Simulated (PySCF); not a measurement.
First SCF of a structure search on singlet RuO2(OH)2, at a hand-made tetrahedral (heavy-atom frame) geometry. PySCF input:

```python
from pyscf import gto, scf, dft
mol = gto.M(atom='''
Ru     0.000000     0.000000     0.000000
O      1.396300     0.000000     0.987200
O     -1.396300     0.000000     0.987200
O      0.000000     1.535100    -1.085300
O     -0.000000    -1.535100    -1.085300
H      0.735400     2.039000    -1.441500
H     -0.735400    -2.039000    -1.441500''',
    basis={'Ru': 'def2-SVP', 'O': 'def2-SVP', 'H': 'def2-SVP'},
    ecp={'Ru': 'def2-SVP'},
    charge=0, spin=0)
mf = dft.RKS(mol, xc='B3LYP')
mf.grids.atom_grid = (50, 194)
aux = {'Ru': 'def2-universal-JKFIT', 'O': 'def2-universal-JKFIT', 'H': 'def2-universal-JKFIT'}
mf = mf.density_fit(auxbasis=aux)
mf.conv_tol = 1e-08
mf.diis_space = 10
mf.max_cycle = 60
mf.init_guess = 'minao'
mf.verbose = 4
mf.kernel()
```

Excerpt of the output (cycles and frontier levels):

```
init E= -387.480238747544
  HOMO = -0.546054702254569  LUMO = -0.541517947580216  gap/eV = 0.12345
cycle= 1 E= -396.305413401584  delta_E= -8.83  |g|= 1.46  |ddm|= 3.69
  HOMO = -0.117228969627405  LUMO = -0.0838788248193603  gap/eV = 0.90750
cycle= 2 E= -392.566250650892  delta_E= 3.74  |g|= 4.19  |ddm|= 3.88
  HOMO = -0.134753319483302  LUMO = -0.0851143651447543  gap/eV = 1.35074
cycle= 3 E= -396.256283317265  delta_E= -3.69  |g|= 1.42  |ddm|= 3.76
  HOMO = -0.193308374887287  LUMO = -0.156610987266873  gap/eV = 0.99859
cycle= 4 E= -396.666081919268  delta_E= -0.41  |g|= 0.368  |ddm|= 1.34
  HOMO = -0.256153160300414  LUMO = -0.205241217262859  gap/eV = 1.38538
cycle= 5 E= -396.659462484834  delta_E= 0.00662  |g|= 0.395  |ddm|= 0.632
  HOMO = -0.225540486735806  LUMO = -0.173068847094594  gap/eV = 1.42783
cycle= 6 E= -396.695745234321  delta_E= -0.0363  |g|= 0.0426  |ddm|= 0.405
  HOMO = -0.227296637437082  LUMO = -0.173283031489319  gap/eV = 1.46979
... 12 lines left out ...
cycle= 13 E= -396.697216929866  delta_E= -4.15e-07  |g|= 0.000454  |ddm|= 0.00459
  HOMO = -0.229697185979497  LUMO = -0.174143301627733  gap/eV = 1.51170
cycle= 14 E= -396.697216952279  delta_E= -2.24e-08  |g|= 0.00024  |ddm|= 0.00534
  HOMO = -0.229756163746679  LUMO = -0.174119258422206  gap/eV = 1.51396
cycle= 15 E= -396.697216993513  delta_E= -4.12e-08  |g|= 2.68e-05  |ddm|= 0.00405
  HOMO = -0.2297505501671  LUMO = -0.174119196249606  gap/eV = 1.51381
cycle= 16 E= -396.697216994605  delta_E= -1.09e-09  |g|= 1.65e-05  |ddm|= 0.000702
  HOMO = -0.229753377835046  LUMO = -0.17411544621098  gap/eV = 1.51399
Extra cycle  E= -396.697216994546  delta_E= 5.89e-11  |g|= 2.83e-05  |ddm|= 4.11e-05
converged SCF energy = -396.697216994546
```

No lower solution of this spin was found from smeared starts or by a stability analysis within the restricted form, which does not test spin polarisation.

The search for the lowest solution, 3 starts and the stability check together, took of the order of 70 core-seconds on a shared host.
